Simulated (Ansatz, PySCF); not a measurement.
C₂H₂F₃, SMILES FC[C](F)F (connectivity only; charge and spin as stated), charge +1, multiplicity 1. Atoms are numbered in the order given.

```xyz
7

F     -0.1930     1.7978     0.0000
C      0.7011     0.8079     0.0000
C      0.0068    -0.5066     0.0000
F     -1.2288    -0.6050     0.0000
F      0.6470    -1.5753     0.0000
H      1.3628     0.8172     0.8946
H      1.3628     0.8172    -0.8946
```
Charge +1, spin multiplicity 1.

Geometry: ωB97X-D3(BJ)/def2-SVP. The spin state was assumed, not searched. The isomer is the one that the SMILES or the coordinates give; other isomers of the formula were not compared. Other conformers were not sampled.

Vertical ionisation energy (IE) and electron affinity (EA) in eV. Rows of orbital energies are one-electron estimates. Where ΔSCF, EOM or ADC give a negative EA the extra electron is unbound and the value depends on the basis.

| level | IE | EA |
|---|---|---|
| −ε(HOMO), −ε(LUMO), CAM-B3LYP/def2-TZVP (PySCF) | 18.49 | 8.82 |
| −ε(HOMO), −ε(LUMO), PBE/def2-TZVP (PySCF) | (withheld) | (withheld) |
| ΔSCF, PBE0/def2-SVPD (Ansatz), final states of multiplicity 2 and 2 | 20.08 | 7.55 |
| ΔSCF, PBE/def2-SVPD (Ansatz), final states of multiplicity 2 and 2 | 19.71 | 7.27 |

### Question
What belongs in the gaps? (The exact figures need the calculation; the answer reports its results.)

### Answer

- −ε(HOMO), −ε(LUMO), PBE/def2-TZVP (PySCF), IE: 15.10
- −ε(HOMO), −ε(LUMO), PBE/def2-TZVP (PySCF), EA: 11.06

### Question
What vertical singlet–triplet gap does ΔSCF give with PBE0/def2-SVPD (Ansatz, a quantum-chemistry and plane-wave program) and with PBE/def2-SVPD (Ansatz)? (Estimate from the structure and the level; the computed values follow.)

### Answer
5.69 and 5.40 eV (triplet above singlet where positive).
